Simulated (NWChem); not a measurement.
Species: C2H7BeNO; SMILES C[N](C)[Be][OH]

```xyz
12

Be     0.0308    -1.0536     0.0000
O      0.0535    -2.4869     0.0000
H     -0.7016    -3.0917     0.0000
N      0.0248     0.4579     0.0000
C      0.0009     1.2569     1.2087
C      0.0009     1.2569    -1.2087
H     -0.9153     1.8953     1.2757
H      0.8770     1.9487     1.2746
H      0.0216     0.6125     2.1122
H      0.8770     1.9487    -1.2746
H     -0.9153     1.8953    -1.2757
H      0.0216     0.6125    -2.1122
```
Atoms are numbered in this order, from 1.

Computed with NWChem. Pople sets run with spherical d functions. Coordinates come from a PBE-D3(BJ)/def2-SVP optimisation. Hybrids' shares of exact exchange are those that their runs print; pure functionals count as 0. The functionals differ in more than this share.

```
row            share of exact exchange  highest occupied level (eV)
-------------  -----------------------  ---------------------------
PBE/6-31G*                        0.00                        -4.54
BP86/6-31G*                       0.00                        -4.66
B3LYP/6-31G*                      0.20                        -5.64
B97-2/6-31G*                      0.21                        -5.64
PBE0/6-31G*                       0.25                     withheld
PW6B95/6-31G*                     0.28                        -5.99
```

### Question
Fit a straight line of the last column on the one before it, predict the withheld value, and compare with the run.

### Answer

1. Means of the 5 shown rows: x = 0.138, y = -5.294. Slope Σ(x − x̄)(y − ȳ)/Σ(x − x̄)² = -0.3367/0.06728 = -5.005; intercept -4.603.
2. The shown rows scatter about the line by 0.042 (root mean square); the largest residual is +0.06, at PBE/6-31G*.
3. At x = 0.25 (PBE0/6-31G*; inside the shown range) the line gives -5.85.
4. The run gives -5.88, -0.03 from the line, 0.7 times the scatter.
